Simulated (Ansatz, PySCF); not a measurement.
The pair A = HCl (SMILES Cl) (first 2 atoms), B = Si2H6 (SMILES [SiH3][SiH3]); geometry from B3LYP-D3(BJ)/def2-TZVP.
(charge 0, multiplicity 1):
```xyz
10

Cl    -0.080     0.571     0.208
H     -0.297     1.263     1.270
Si     0.430    -1.202     3.661
Si    -0.222     0.954     4.318
H      1.679    -1.141     2.870
H     -0.638    -1.837     2.857
H      0.667    -2.015     4.879
H     -1.472     0.912     5.113
H     -0.478     1.819     3.133
H      0.840     1.608     5.120
```

Rows in 6-31G* carry no dispersion term and start afresh at each structure (6-31G* with six Cartesian d functions).

Programs: Ansatz (an electronic-structure program) with Gaussian orbitals; PySCF for 6-31G* rows. 

Total energies (hartree), monomers frozen at their geometry in the pair:

```
structure              HF/aug-cc-pV(D+d)Z   B3LYP/6-31G*  B3LYP/def2-TZVPPD
---------------------  ------------------  -------------  -----------------
AB                          -1041.4454098  -1043.3783057      -1043.4813968
A in the pair's basis        -460.0948495   -460.7963618       -460.8378418
B in the pair's basis        -581.3528808   -582.5827646       -582.6439914
A                            -460.0946386   -460.7956893       -460.8377400
B                            -581.3525932   -582.5824870       -582.6439461
```

### Question
Work out the interaction energy without and with the counterpoise correction, and the superposition error, for each level.

### Answer

E(AB) − E(A) − E(B), times 627.509 kcal/mol, with the monomers in their own basis and then in the pair's basis:
- HF/aug-cc-pV(D+d)Z: 1.14 uncorrected, 1.46 corrected; the monomers gain 0.31 kcal/mol from borrowed functions
- B3LYP/6-31G*: -0.08 uncorrected, 0.52 corrected; the monomers gain 0.60 kcal/mol from borrowed functions
- B3LYP/def2-TZVPPD: 0.18 uncorrected, 0.27 corrected; the monomers gain 0.09 kcal/mol from borrowed functions
